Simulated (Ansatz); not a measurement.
Abridged output of a molecular run in Ansatz:

```
Functional definition: HF
1148 factors; integrals over basis functions are off by at most 1.1e-3 eV
mean field evaluation 1: about -99923.6855 eV, gradient 1.9e1 eV
mean field evaluation 2: about -99923.8603 eV, gradient 1.9e1 eV
mean field evaluation 4: about -99925.1853 eV, gradient 2.1e0 eV
mean field evaluation 8: about -99925.2227 eV, gradient 1.8e-1 eV
mean field evaluation 16: about -99925.2229 eV, gradient 1.5e-6 eV
mean field -99925.22294265 eV, -3672.1842113937 hartree, gradient 1.5e-6 eV, S^2 0.000000; 0 other end points of the search recorded, 0 dependent functions left out
24 core orbitals not correlated: weight in the atoms' cores, before any rotation towards them, 1.000 or more for the frozen orbitals, at most 0.000 for the correlated occupied ones
reference -99925.22294265 eV, -3672.1842113937 hartree; 17, 17 occupied and 147, 147 virtual orbitals, 1148 factors
second order -19.17238455 eV of doubles, -0.00000000 eV of singles
cycle   1  -19.78681404 eV  change   -6.1e-1 eV  update   8.2e-2
cycle   2  -20.21383654 eV  change   -4.3e-1 eV  update   2.3e-2
cycle   3  -20.26883123 eV  change   -5.5e-2 eV  update   1.1e-2
cycle   4  -20.25769616 eV  change    1.1e-2 eV  update   2.6e-3
cycle   5  -20.25779824 eV  change   -1.0e-4 eV  update   9.4e-4
cycle   6  -20.25750276 eV  change    3.0e-4 eV  update   2.6e-4
cycle   7  -20.25737667 eV  change    1.3e-4 eV  update   8.5e-5
cycle   8  -20.25741944 eV  change   -4.3e-5 eV  update   2.7e-5
cycle   9  -20.25742159 eV  change   -2.2e-6 eV  update   9.3e-6
perturbative correction -0.83013744 eV, -0.0305069881 hartree
Total energy: -99946.31050168 eV, -3672.9591648944 hartree
```

Its atoms:

Cartesian coordinates in Å:
```
S 0.347 0.418 1.653
Al 0.076 -0.410 -0.322
Cl 0.790 -2.323 -0.704
Br -0.948 0.748 -1.940
H -0.264 1.567 1.312
```

Problem. Which basis set was used?
A. def2-TZVPP
B. def2-QZVPP
C. def2-SVP
D. cc-pV(D+d)Z

Solution. A. It gives 188 functions.

Problem. Write the keys of the input that set method, charge and spin (a neutral closed shell needs none for the last two).

Solution. 
```yaml
correlation: {method: ccsd_t}
```
